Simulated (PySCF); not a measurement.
## Static response to an electric field

Compound: NbSe(OSiH3)3 (singlet state).
Structure used (PBE0-D3(BJ)/def2-SVP), in Å, numbered top down from 1:
```xyz
17
H9NbO3SeSi3 angstrom
Nb     0.0009    0.0200    0.2080
Se     0.1063   -0.0106    2.4948
O      1.5984   -0.7053   -0.4531
Si     3.1165   -1.3968   -0.2696
H      3.5179   -1.3238    1.1641
H      4.0820   -0.6440   -1.1200
H      3.0506   -2.8169   -0.7182
O     -0.2121    1.7964   -0.3529
Si    -0.3799    3.4480   -0.1100
H     -0.5541    3.7137    1.3463
H     -1.5736    3.9169   -0.8698
H      0.8432    4.1307   -0.6201
O     -1.4614   -1.0179   -0.3366
Si    -2.7617   -2.0548   -0.1171
H     -3.1680   -2.0369    1.3168
H     -2.3493   -3.4292   -0.5213
H     -3.8841   -1.5901   -0.9808
```

Level: PBE0/def2-SVPD (PySCF), static field, nuclei fixed, core orbitals frozen in the response. The polarisability tensor in these axes (au):

```
x   165.77  -0.14   0.51
y    -0.14 166.91   0.20
z     0.51   0.20 162.53
```

**Question.** Give the principal values, the mean and the anisotropy Δα = √{½[(α1 − α2)² + (α2 − α3)² + (α1 − α3)²]}.

**Answer.** Principal values 162.44, 165.84 and 166.94 au; mean 165.07 au = 24.46 Å³ = 27.22 × 10⁻⁴⁰ C²·m²/J; Δα = 4.06 au (2 % of the mean).

**Question.** What is the dipole moment, and where does it point?

**Answer.** (-0.10, 0.00, -2.20) D, 2.20 D in size, pointing from the negative to the positive side. Measured along this direction, the outermost atoms are Se2 at the negative end and H17 at the positive end.

**Question.** What would n − 1 = 2πNα be for an ideal gas of these molecules at 500 K and 1 atm, electronic part alone?

**Answer.** N = p/kT = 1.4678 × 10¹⁹ cm⁻³, so n − 1 = 2π × N × 24.46 × 10⁻²⁴ cm³ = 2256 × 10⁻⁶ at long wavelengths.

**Question.** Rayleigh depolarisation ratio (linearly polarised light, static tensor)?

**Answer.** ρ = 3Δα²/(45ᾱ² + 4Δα²) = 49.4/(1226186 + 65.8) = 4.03e-05.

**Question.** How large is μ²/3kT at 273 K beside α?

**Answer.** In Gaussian units μ²/3kT = 42.94 Å³ against 24.46 Å³, a ratio of 1.76; the Debye molar polarisation (4π/3)N_A(α + μ²/3kT) is 170.0 cm³/mol, leaving out the vibrational part.

**Question.** Find the Langevin capture rate constant for NH4+ (18.034 u) meeting this molecule (313.809 u), k = 2.342 × 10⁻⁹ cm³/s × √(α in Å³ / reduced mass in u).

**Answer.** The reduced mass is 17.05 u, so k = 2.80 × 10⁻⁹ cm³/s. The formula leaves out the permanent dipole, which adds to the capture rate.

Geometry: PBE0-D3(BJ)/def2-SVP; no solvent, vibrations or thermal averaging. Atoms past krypton carry effective core potentials; spin–orbit coupling is left out. The calculation is non-relativistic apart from the core potentials, for selenium too.

These values come from a run that also computed excited states. On one thread, Arm Neoverse V1 (aarch64), no GPU, shared host with 32 logical CPUs at a one-minute load of 18, this took 2.4 min (grids of density and orbitals included) and 1.5 GiB of memory at its peak.
